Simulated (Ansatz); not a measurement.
CH8OSSi2 can be A, `OC([SiH3])([SiH3])S`, or B, `[SiH3]OC([SiH3])S`.

Gas-phase electronic energies from Ansatz, PBE0-D4/def2-TZVP geometries. CCSD(T)/CBS is the MP2 limit (def2-TZVPP, def2-QZVPP) plus CCSD(T) − MP2 in def2-TZVPP, frozen cores. Functionals use def2-TZVPP. B3LYP here is the variant with VWN-RPA as its local correlation; programs differ in this. One conformer a species, not always the lowest.

A:

```xyz
13

O    -0.9074   -0.8562   -1.2018
C    -0.2863   -0.3178   -0.0400
Si    1.5699   -0.7562   -0.0485
Si   -0.5494    1.5594   -0.0881
S    -0.9725   -0.9562    1.5089
H    -0.9487   -1.8150   -1.1052
H     2.2671   -0.2243    1.1491
H     2.1677   -0.1858   -1.2812
H     1.6816   -2.2399   -0.0865
H    -1.9941    1.8341    0.1299
H    -0.1222    2.1080   -1.4008
H     0.2565    2.1743    0.9959
H    -2.1623   -0.3245    1.4684
```

B:

Z-matrix (Å, degrees):
```
Si
O 1 1.659
H 1 1.488 2 110.1
H 1 1.482 2 104.5 3 -118.7
H 1 1.483 2 112.5 3 122.5
C 2 1.404 1 123.8 3 -40.5
S 6 1.817 2 114.5 1 -45.6
Si 6 1.896 2 109.0 1 -169.8
H 6 1.099 2 110.5 1 69.4
H 7 1.345 6 96.9 2 -71.6
H 8 1.486 6 107.8 2 69.4
H 8 1.484 6 109.0 2 -171.2
H 8 1.486 6 110.2 2 -50.5
```

Q: Which is lower in electronic energy at CCSD(T)/CBS, and by how much? (Best estimate.)

A: The calculation gave: B, by 22.6 kcal/mol.

Q: Give E(B) − E(A) in kcal/mol with PBE0-D4, HF/def2-TZVPP, B3LYP-D4, CCSD/def2-TZVPP, CCSD(T)/def2-TZVPP, ωB97M-V, PBE-D4. (Best estimate.)

A: The calculation gave: PBE0-D4 -21.0, HF/def2-TZVPP -29.0, B3LYP-D4 -23.6, CCSD/def2-TZVPP -23.9, CCSD(T)/def2-TZVPP -23.0, ωB97M-V -22.5, PBE-D4 -19.6. None reverses the order clearly.

Largest T1 diagnostic: 0.013.

From PBE to PBE0 (25 % exact exchange), in def2-TZVPP and without D4, E(B) − E(A) moves by −1.3 kcal/mol. In def2-TZVPP, CCSD(T) changes the Hartree–Fock value by +6.1 kcal/mol (the triples alone add +1.0 kcal/mol) and MP2 by +6.0 kcal/mol.
